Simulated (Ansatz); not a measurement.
Ansatz (a program for electronic structure) input for propa-1,2-dienylcyclopropane (C₆H₈), SMILES C=C=CC1CC1, PBE-D3(BJ)/def2-SVP. 

Ansatz 0.2 input:
```yaml
crystal:
  periodic: [false, false, false]
  atoms:
    - {symbol: C, position_ang: [2.94594651, 0.21136976, -0.00000000]}
    - {symbol: C, position_ang: [1.69127777, -0.15937916, 0.00000000]}
    - {symbol: C, position_ang: [0.43192582, -0.52658094, 0.00000000]}
    - {symbol: C, position_ang: [-0.72781727, 0.39432950, -0.00000001]}
    - {symbol: C, position_ang: [-1.98062474, 0.01422606, -0.74722837]}
    - {symbol: C, position_ang: [-1.98062474, 0.01422607, 0.74722838]}
    - {symbol: H, position_ang: [3.49385484, 0.37224586, 0.93546372]}
    - {symbol: H, position_ang: [3.49385484, 0.37224587, -0.93546371]}
    - {symbol: H, position_ang: [0.20629880, -1.60236951, 0.00000000]}
    - {symbol: H, position_ang: [-0.46245978, 1.45513662, -0.00000000]}
    - {symbol: H, position_ang: [-2.51977369, 0.80644074, -1.27291014]}
    - {symbol: H, position_ang: [-1.98625071, -0.94964403, -1.26403322]}
    - {symbol: H, position_ang: [-2.51977370, 0.80644074, 1.27291014]}
    - {symbol: H, position_ang: [-1.98625071, -0.94964402, 1.26403320]}
basis:
  gaussian:
    orbitals: def2-SVP
hamiltonian:
  xc: pbe
  dispersion: d3bj
relax: {f_tol: 0.002, max_steps: 200}
```

Program output:

```
WARN ansatz: RAYON_NUM_THREADS=2 ignored (pool sized by the plan → 2); use --threads N
Functional definition: PBE
integrals: 0.06 GiB planned
1412 factors; their error is unknown
mean field: 0.38 GiB planned
mean field evaluation 1: about -6324.2844 eV, gradient 6.7e1 eV
mean field evaluation 2: about -6312.3487 eV, gradient 9.5e1 eV
mean field evaluation 4: about -6336.6969 eV, gradient 8.3e0 eV
mean field evaluation 8: about -6336.8813 eV, gradient 6.0e-2 eV
mean field evaluation 16: about -6336.8047 eV, gradient 1.8e-4 eV
mean field -6336.80469166 eV, -232.8732771781 hartree, gradient 2.4e-5 eV, S^2 0.000000; 0 other end points of the search recorded, 0 dependent functions left out
the calculation of the forces begins
reference -6336.80472921 eV, -232.8732785579 hartree; 22, 22 occupied and 102, 102 virtual orbitals, 1412 factors
relax step   1: F+E_penalty+E_count = -6337.08574616 eV  Δ(F+E_penalty+E_count) = +0.000e0 eV  max|allowed force component| = 3.172e-1 eV/Å  Δτ_max = 0.0000 Å  (31 SCF iters, accepted)
these checks for a lower state are left out or cut short: starts, cluster_reference, orbital_swaps, neighbouring_geometries, increment
integrals: 0.06 GiB planned
1412 factors; their error is unknown
mean field: 0.38 GiB planned
mean field -6336.82606519 eV, -232.8740626407 hartree, gradient 1.3e-5 eV, S^2 0.000000; 0 other end points of the search recorded, 0 dependent functions left out
the calculation of the forces begins
reference -6336.82610293 eV, -232.8740640278 hartree; 22, 22 occupied and 102, 102 virtual orbitals, 1412 factors
relax step   2: F+E_penalty+E_count = -6337.10576735 eV  Δ(F+E_penalty+E_count) = -2.002e-2 eV  max|allowed force component| = 1.683e-1 eV/Å  Δτ_max = 0.0216 Å  (34 SCF iters, accepted)
these checks for a lower state are left out or cut short: starts, cluster_reference, orbital_swaps, neighbouring_geometries, increment
integrals: 0.06 GiB planned
1412 factors; their error is unknown
mean field: 0.38 GiB planned
mean field evaluation 32: about -6336.7908 eV, gradient 3.1e-3 eV
mean field -6336.79082099 eV, -232.8727674403 hartree, gradient 1.3e-5 eV, S^2 0.000000; 0 other end points of the search recorded, 0 dependent functions left out
the calculation of the forces begins
reference -6336.79085885 eV, -232.8727688318 hartree; 22, 22 occupied and 102, 102 virtual orbitals, 1412 factors
relax step   3: F+E_penalty+E_count = -6337.06967054 eV  Δ(F+E_penalty+E_count) = +3.610e-2 eV  max|allowed force component| = 6.414e-1 eV/Å  Δτ_max = 0.0740 Å  (32 SCF iters, rejected (line search))
these checks for a lower state are left out or cut short: starts, cluster_reference, orbital_swaps, neighbouring_geometries, increment
integrals: 0.06 GiB planned
1412 factors; their error is unknown
mean field: 0.38 GiB planned
mean field -6336.82859517 eV, -232.8741556158 hartree, gradient 1.3e-5 eV, S^2 0.000000; 0 other end points of the search recorded, 0 dependent functions left out
the calculation of the forces begins
reference -6336.82863298 eV, -232.8741570051 hartree; 22, 22 occupied and 102, 102 virtual orbitals, 1412 factors
relax step   4: F+E_penalty+E_count = -6337.10785125 eV  Δ(F+E_penalty+E_count) = -2.084e-3 eV  max|allowed force component| = 3.928e-2 eV/Å  Δτ_max = 0.0080 Å  (34 SCF iters, accepted)
these checks for a lower state are left out or cut short: starts, cluster_reference, orbital_swaps, neighbouring_geometries, increment
integrals: 0.06 GiB planned
1412 factors; their error is unknown
mean field: 0.38 GiB planned
mean field -6336.82874092 eV, -232.8741609720 hartree, gradient 1.3e-5 eV, S^2 0.000000; 0 other end points of the search recorded, 0 dependent functions left out
the calculation of the forces begins
reference -6336.82877873 eV, -232.8741623614 hartree; 22, 22 occupied and 102, 102 virtual orbitals, 1412 factors
relax step   5: F+E_penalty+E_count = -6337.10792724 eV  Δ(F+E_penalty+E_count) = -7.599e-5 eV  max|allowed force component| = 7.372e-3 eV/Å  Δτ_max = 0.0026 Å  (35 SCF iters, accepted)
these checks for a lower state are left out or cut short: starts, cluster_reference, orbital_swaps, neighbouring_geometries, increment
integrals: 0.06 GiB planned
1412 factors; their error is unknown
mean field: 0.38 GiB planned
mean field -6336.82874106 eV, -232.8741609771 hartree, gradient 1.3e-5 eV, S^2 0.000000; 0 other end points of the search recorded, 0 dependent functions left out
the calculation of the forces begins
reference -6336.82877886 eV, -232.8741623665 hartree; 22, 22 occupied and 102, 102 virtual orbitals, 1412 factors
relax step   6: F+E_penalty+E_count = -6337.10793044 eV  Δ(F+E_penalty+E_count) = -3.205e-6 eV  max|allowed force component| = 9.598e-4 eV/Å  Δτ_max = 0.0004 Å  (36 SCF iters, accepted)
integrals: 0.06 GiB planned
1412 factors; their error is unknown
mean field: 0.38 GiB planned
mean field evaluation 64: about -6336.8287 eV, gradient 3.1e-3 eV
mean field -6336.82874106 eV, -232.8741609771 hartree, gradient 1.3e-5 eV, S^2 0.000000; 1 other end points of the search recorded, 0 dependent functions left out
the calculation of the forces begins
reference -6336.82877886 eV, -232.8741623665 hartree; 22, 22 occupied and 102, 102 virtual orbitals, 1412 factors
Total energy: -6337.10796825 eV, -232.8844223872 hartree
Atom 0 at     2.968095     0.211677    -0.000000 Å, force     0.000349    -0.000265    -0.000000 eV/Å
Atom 1 at     1.704391    -0.159776     0.000000 Å, force    -0.000559    -0.000212     0.000000 eV/Å
Atom 2 at     0.434491    -0.525932     0.000000 Å, force     0.000662     0.000201     0.000000 eV/Å
Atom 3 at    -0.730887     0.397486    -0.000000 Å, force     0.000564     0.000158     0.000000 eV/Å
Atom 4 at    -1.994950     0.012737    -0.752295 Å, force    -0.000504    -0.000351     0.000565 eV/Å
Atom 5 at    -1.994950     0.012737     0.752295 Å, force    -0.000504    -0.000351    -0.000565 eV/Å
Atom 6 at     3.524007     0.373793     0.940807 Å, force     0.000094     0.000010    -0.000012 eV/Å
Atom 7 at     3.524007     0.373793    -0.940807 Å, force     0.000094     0.000010     0.000012 eV/Å
Atom 8 at     0.200811    -1.608957     0.000000 Å, force     0.000083    -0.000102    -0.000000 eV/Å
Atom 9 at    -0.465162     1.466452     0.000000 Å, force    -0.000960     0.000443     0.000000 eV/Å
Atom 10 at    -2.537021     0.810448    -1.283336 Å, force     0.000324     0.000095     0.000291 eV/Å
Atom 11 at    -1.998115    -0.957931    -1.273358 Å, force     0.000017     0.000135     0.000060 eV/Å
Atom 12 at    -2.537021     0.810448     1.283336 Å, force     0.000324     0.000095    -0.000291 eV/Å
Atom 13 at    -1.998115    -0.957931     1.273358 Å, force     0.000017     0.000135    -0.000060 eV/Å
Dipole moment:    -0.116476     0.023592     0.000000 e Å
```

The calculation finished and met its thresholds.

Cost: roughly 21 core-seconds.
